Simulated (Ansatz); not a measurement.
Species: SiS (charge 0, singlet). 
Coordinates optimised at B3LYP-D3(BJ)/def2-TZVP (Ansatz, a first-principles code):
SMILES: [Si]=S
```xyz
2

Si     0.0000     0.0000    -1.0336
S      0.0000     0.0000     0.9044
```
Charge 0, spin multiplicity 1.

Wanted: atomisation energy (electronic, to ground-state atoms), in eV. Cores are frozen in the correlated levels unless marked. UHF or UKS for open shells. No spin-orbit coupling. No relativistic terms. The coupled-cluster limit lacks core correlation, which all-electron functionals hold. Basis-set limits of correlation are two-point, X^-3; Hartree-Fock from the larger set (for Q and 5 zeta extrapolated as (X+1)exp(-9√X)).

| level | program | atomisation energy (eV) |
|---|---|---|
| HF/def2-TZVPP | Ansatz | 3.90 |

**Question.** Predict the CCSD(T)/CBS(cc-pV(Q+d)Z,cc-pV(5+d)Z) result (Ansatz).

**Answer.** 6.38 eV
